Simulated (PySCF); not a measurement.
Species: CH₉GaN₂.
SMILES with atom numbers: `[CH3:1][NH:2][GaH2-:3][NH3+:4]` (hydrogens: H5, H6, H7 on C1; H8 on N2; H9, H10 on Ga3; H11, H12, H13 on N4)

Geometry (PBE0-D3(BJ)/def2-SVP, Å), atoms numbered from 1 in this order:
```xyz
13
CH9GaN2 angstrom
C      1.9922    0.3772   -0.0557
N      0.9352   -0.5071    0.3525
Ga    -0.6053   -0.8984   -0.6072
N     -1.9552    0.5000    0.3774
H      1.6675    0.9841   -0.9178
H      2.2953    1.0966    0.7341
H      2.9196   -0.1398   -0.3783
H      1.2323   -1.1686    1.0612
H     -1.3279   -2.2427   -0.2003
H     -0.6766   -0.2686   -2.0560
H     -1.9427    0.3245    1.3819
H     -2.9225    0.4630    0.0566
H     -1.6102    1.4482    0.2308
```

The calculation used PBE0-D3(BJ)/def2-SVP geometry optimisation, gas phase (PySCF).

Masses are those of the commonest isotopes; rigid-rotor values at the optimised geometry. The values belong to one conformer with, in the numbering `[CH3:1][NH:2][GaH2-:3][NH3+:4]`, C1–N2–Ga3–N4 -97°.

(1) What are A, B and C (cm⁻¹)?

(2) What kind of rotor is it?

(3) Is it planar, by Δ = Ic − Ia − Ib?

(4) Give the other two planar moments, Paa and Pbb, and the rms extents of the mass along the axes.

(5) List the rotational levels J(Ka,Kc) to J = 5 (cm⁻¹).

(6) Predict some low-J microwave lines.

(7) Estimate the classical rotational partition function at 200 K, 298.15 K and 500 K.

Results:

(1) Ia = 75.39, Ib = 181.56, Ic = 228.16 u·Å²; 505379 MHz·u·Å²/I gives 6704, 2784 and 2215 MHz, that is A = 0.22362, B = 0.09285, C = 0.07388 cm⁻¹.

(2) An asymmetric top: κ = (2 × 2784 − 6704 − 2215)/(6704 − 2215) = -0.75.

(3) Not planar: Δ = Ic − Ia − Ib = -28.78 u·Å². For a rigid frame Δ = −2 Σ m c², so Σ m c² = 14.39 u·Å² lies off the ab plane: 9.19 from hydrogen and 5.20 from heavier atoms. The atom farthest from that plane is 1.60 Å away.

(4) Paa = Σ m a² = (Ib + Ic − Ia)/2 = 167.17 and Pbb = Σ m b² = (Ia + Ic − Ib)/2 = 61.00 u·Å². With the mass M = 118.00 u, the rms extents √(P/M) along a, b and c are 1.19, 0.72, 0.35 Å.

(5) Above 0(0,0):
J = 1: 1(0,1) 0.1667, 1(1,1) 0.2975, 1(1,0) 0.3165
J = 2: 2(0,2) 0.4983, 2(1,2) 0.6120, 2(1,1) 0.6689, 2(2,1) 1.0612, 2(2,0) 1.0631
J = 3: 3(0,3) 0.9909, 3(1,3) 1.0826, 3(1,2) 1.1963, 3(2,2) 1.5614, 3(2,1) 1.5709, 3(3,1) 2.2638, 3(3,0) 2.2639
J = 4: 4(0,4) 1.6398, 4(1,4) 1.7081, 4(1,3) 1.8970, 4(2,3) 2.2269, 4(2,2) 2.2544, 4(3,2) 2.9343, 4(3,1) 2.9351, 4(4,1) 3.9129, 4(4,0) 3.9129
J = 5: 5(0,5) 2.4399, 5(1,5) 2.4872, 5(1,4) 2.7683, 5(2,4) 3.0563, 5(2,3) 3.1174, 5(3,3) 3.7733, 5(3,2) 3.7767, 5(4,2) 4.7508, 5(4,1) 4.7509, 5(5,1) 6.0091, 5(5,0) 6.0091

(6) The dipole components are |μa| = 2.13 D, |μb| = 3.94 D, |μc| = 0.48 D. The squared components, which scale the intensities, stand as 0.29 : 1.00 : 0.02 (a : b : c). Some lines, for components of 0.1 D or more:

| type | branch | J(Ka,Kc) | MHz | lower level (cm⁻¹) |
| --- | --- | --- | --- | --- |
| a | Q | 2(1,1) ← 2(1,2) | 1706 | 0.612 |
| c | Q | 3(1,3) ← 3(0,3) | 2748 | 0.991 |
| b | Q | 3(1,2) ← 3(0,3) | 6156 | 0.991 |
| a | R | 2(1,2) ← 1(1,1) | 9429 | 0.298 |
| c | R | 1(1,0) ← 0(0,0) | 9488 | 0.000 |
| a | R | 2(0,2) ← 1(0,1) | 9940 | 0.167 |
| c | Q | 3(2,2) ← 3(1,2) | 10946 | 1.196 |
| b | Q | 2(2,0) ← 2(1,1) | 11818 | 0.669 |
| b | R | 2(1,2) ← 1(0,1) | 13349 | 0.167 |
| b | Q | 3(2,2) ← 3(1,3) | 14354 | 1.083 |
| a | R | 3(0,3) ← 2(0,2) | 14770 | 0.498 |
| a | R | 3(2,2) ← 2(2,1) | 14996 | 1.061 |
| c | R | 2(1,1) ← 1(0,1) | 15055 | 0.167 |
| a | R | 3(2,1) ← 2(2,0) | 15222 | 1.063 |
| c | Q | 3(3,1) ← 3(2,1) | 20774 | 1.571 |
| b | R | 2(2,1) ← 1(1,0) | 22327 | 0.316 |
| b | R | 2(2,0) ← 1(1,1) | 22953 | 0.298 |
| b | R | 3(2,1) ← 2(1,2) | 28746 | 0.612 |
| c | R | 3(3,1) ← 2(2,1) | 36053 | 1.061 |
| b | R | 3(3,0) ← 2(2,1) | 36057 | 1.061 |

(7) Point group C1, symmetry number σ = 1; q = (√π/σ)·√((kT/h)³/(ABC)), k/h = 20836.6 MHz/K: 74200 at 200 K, 135000 at 298.15 K, 293000 at 500 K.

Not checked by PBE0-D3(BJ)/def2-SVP frequencies. No vibrational averaging or centrifugal distortion is included, and the geometry carries the error of its method. A rigid rotor knows nothing of inversion at nitrogen or internal rotation, which can split or shift real lines. Quadrupole hyperfine structure (14N, 69Ga) is left out.
